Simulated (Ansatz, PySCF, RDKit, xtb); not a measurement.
Complex: SiH4 (SMILES [SiH4]) (first 5 atoms) with AsH3 (SMILES [AsH3]); geometry from B3LYP-D3(BJ)/def2-TZVP, rigid monomers moved along the line of their centres of mass till Si1···H9 is 4.60 Å.
(charge 0, multiplicity 1):
```json
[
 {"atom": "Si", "x (Å)": "0.0047", "y (Å)": "-0.0823", "z (Å)": "0.1973"},
 {"atom": "H", "x (Å)": "0.3140", "y (Å)": "-0.6296", "z (Å)": "-1.1431"},
 {"atom": "H", "x (Å)": "-1.4219", "y (Å)": "0.3073", "z (Å)": "0.2561"},
 {"atom": "H", "x (Å)": "0.8518", "y (Å)": "1.1025", "z (Å)": "0.4583"},
 {"atom": "H", "x (Å)": "0.2739", "y (Å)": "-1.1135", "z (Å)": "1.2247"},
 {"atom": "As", "x (Å)": "0.1366", "y (Å)": "0.6112", "z (Å)": "5.4987"},
 {"atom": "H", "x (Å)": "-0.6015", "y (Å)": "1.2018", "z (Å)": "6.6964"},
 {"atom": "H", "x (Å)": "-0.6985", "y (Å)": "-0.6634", "z (Å)": "5.5417"},
 {"atom": "H", "x (Å)": "-0.8257", "y (Å)": "1.2695", "z (Å)": "4.5152"}
]
```

Monomers are frozen at their geometry in the pair; levels with a basis set take the counterpoise correction. Rows marked so take none. RDKit's UFF carries no charges.

Frozen-core correlation. Filled d and f shells under p-block atoms count as core. CBS: X⁻³ extrapolation of the correlation energy, Hartree–Fock from the larger set. Rows in 6-31G*, STO-3G carry no dispersion term and start afresh at each structure (6-31G* with six Cartesian d functions); the Pople sets are all-electron and without relativity.

The values were computed with Ansatz (Gaussian basis) for Hartree–Fock, density functionals and correlated methods; PySCF for 6-31G* rows, STO-3G rows, the dispersion terms; RDKit for the force fields; xtb for the GFN methods. Each number belongs to the level named beside it.

```csv
level,interaction energy (kcal/mol)
UFF,-0.35
GFN-FF,-0.35
HF/STO-3G (no counterpoise),0.01
HF/6-31G*,0.03
B3LYP/def2-TZVPPD,?
B3LYP-D3(BJ)/def2-TZVPPD,-0.33
B3LYP-D4/def2-TZVPPD,-0.32
"MP2/CBS(def2-SVPD, def2-TZVPPD)",-0.27
"CCSD(T)/CBS(def2-SVPD, def2-TZVPPD)",-0.26
```

Problem. What belongs in the gaps?

Solution. 
- B3LYP/def2-TZVPPD, interaction energy (kcal/mol): 0.12

Ansatz is an electronic-structure program.
